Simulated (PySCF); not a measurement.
NMR data simulated for an unnamed compound:

¹H NMR (500 MHz, computed): δ 10.56 (s, 1H), 9.08 (m, 1H), 8.67 (m, 1H), 4.87 (s, 3H), 3.03 (m, 3H).

¹³C{¹H} NMR (computed): δ 194.1 (CH), 187.0 (C), 166.5 (CH), 143.5 (C), 143.5 (C), 134.2 (CH), 31.1 (CH3).

PySCF 2.14 calculation with σ from GIAO-PBE0/pcSseg-1 and structure optimised with PBE0-D3(BJ)/def2-SVP; equivalent nuclei averaged, isolated molecule, no relativistic terms, one computed conformer.

Referencing at the same level of theory: ¹H (σref 31.27) and ¹³C (σref 184.41) against TMS.

Task: Which of these does the molecule contain: a vinyl group CH=CH2, an aldehyde, a CF3 group, a Si–H bond, a C≡C triple bond?

Result: 
- A vinyl group CH=CH2: no.
- An aldehyde: yes (δC 194.1; δH 10.56 (s)).
- A CF3 group: no.
- A Si–H bond: yes (δH 4.87 (s)).
- A C≡C triple bond: no.

The data belong to SMILES Cc1pccc(C=O)c1[SiH3], C7H9OPSi; they needn't prove each group on their own.

Carbon signals by region: 3 in the far downfield region (above 160 ppm), 3 in the sp2 and nitrile region (100–160 ppm), 1 below 50 ppm. Above 160 ppm: 194.1, aldehyde carbonyl carbon, 187.0, substituted aromatic carbon, 166.5, aromatic CH.

Splittings by ³¹P in the carbon and heteronuclear signals aren't shown, as no couplings were computed. Shifts are as computed. Against solution values, carbons near 30 ppm lie about +2 ppm off and those near 130 ppm about +5 ppm. Of 1211 compounds with measured shifts, 218 miss one by over three times the rms of a fit or turn the order of signals round; such compounds aren't used in these exercises. No couplings were computed; multiplicities are counted from neighbouring protons, with m where these are inequivalent, close in shift, in a saturated or five-membered ring or joined by F or P, and br s for small geminal =CH2 splittings.
